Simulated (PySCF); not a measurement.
## Working out the ionisation energy of Ge⁺

Ge⁺ [Ar] 3d10 4s2 4p1 (2P) → Ge²⁺ [Ar] 3d10 4s2 (1S). Calculation: PySCF 2.14, in def2-SVP; no relativity, point nucleus. Frozen: [Ar] 3d10. Energies in hartree (1 hartree = 27.21139 eV):

| part | Ge⁺ (lower) | Ge²⁺ (upper) |
| --- | --- | --- |
| UHF | -2074.784345 | -2074.223763 |
| CCSD correlation | -0.047602 | -0.039188 |
| (T) | -0.000512 | 0.000000 |

Problem. What does Hartree-Fock give?

Solution. (-2074.223763) − (-2074.784345) = 0.560582 hartree = 15.254 eV.

Problem. What do CCSD and CCSD(T) give?

Solution. The CCSD correlation energies differ by 0.008414 hartree = 0.229 eV and the triples by 0.000512 hartree = 0.014 eV, so CCSD gives 15.483 eV and CCSD(T) 15.497 eV.

Measured between the centres of the two terms (NIST): 15.789 eV, so CCSD(T) (valence) is off by -0.292 eV.

The calculation is non-relativistic.

A double-zeta basis recovers only part of the correlation energy.

What remains against the reference includes basis incompleteness, the frozen core and higher excitations.
